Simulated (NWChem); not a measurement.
Isomers of C₃H₄F₂O, each optimised at B3LYP/6-31G* with NWChem, gas phase unless a solvent is named. Flexible species stand in one conformer each, which need not be the lowest. Pople sets run with spherical d functions.

A: FC1(F)CCO1
B: O(C)C=C(F)F
C: CO/C(F)=C/F
D: CC(F)(F)C=O

### Question
Rank them by SMD solvation free energy in toluene, B3LYP/6-31G* (kcal/mol), lowest first.

### Answer
A (-3.5), D (-3.1), C (-1.5), B (-1.1)
